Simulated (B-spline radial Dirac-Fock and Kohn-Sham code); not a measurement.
## Photoemission from Ir⁶⁺ at 1030 eV, detector at θ = 54.7°, φ = 0°

System: Ir⁶⁺, configuration 1s2 2s2 2p6 3s2 3p6 3d10 4s2 4p6 4d10 4f14 5s2 5p6 5d3. Model: Dirac-Hartree-Slater photoionisation with a Latter tail; cross sections with all multipoles, angular parameters from the dipole term and its interference with E2. Program: a radial atomic solver. Thresholds are orbital energies of the model. For linearly polarised light dσ/dΩ = σ/(4π) [1 + β P₂(cos θ) + (δ + γ cos²θ) sin θ cos φ], with θ from the polarisation vector and φ the angle between the beam and the projection of the electron momentum on the plane normal to the polarisation. The dipole factor is 1 + βP₂ and the non-dipole term is the rest of the bracket. Open shells are filled statistically over j.

```tsv
subshell	threshold (eV)	σ (kb)	β	γ	δ	dipole factor	non-dipole term	dσ/dΩ (kb/sr)
4s	768.1	40.0	1.82	0.69	0.002	1.002	+0.190	3.79
4p1/2	663.2	40.0	1.07	0.42	0.061	1.001	+0.164	3.71
4p3/2	577.0	124	1.13	0.33	0.040	1.001	+0.123	11.1
4d3/2	402.9	176	0.86	0.10	0.014	1.001	+0.038	14.5
4d5/2	386.7	263	1.02	0.07	0.011	1.001	+0.029	21.6
4f5/2	163.2	248	0.97	0.10	0.060	1.001	+0.077	21.3
4f7/2	159.9	317	0.98	0.11	0.060	1.001	+0.079	27.3
5s	188.6	11.0	1.87	0.47	0.000	1.002	+0.129	0.986
5p1/2	154.0	9.90	1.50	0.39	0.004	1.001	+0.110	0.875
5p3/2	138.5	25.9	1.44	0.26	0.004	1.001	+0.075	2.22
5d3/2	88.88	7.02	1.13	0.03	-0.001	1.001	+0.006	0.563
5d5/2	86.83	10.4	1.24	0.01	0.001	1.001	+0.002	0.827
```

Values without a named source are computed, but for edge energies of neutral atoms, which are taken from tables.
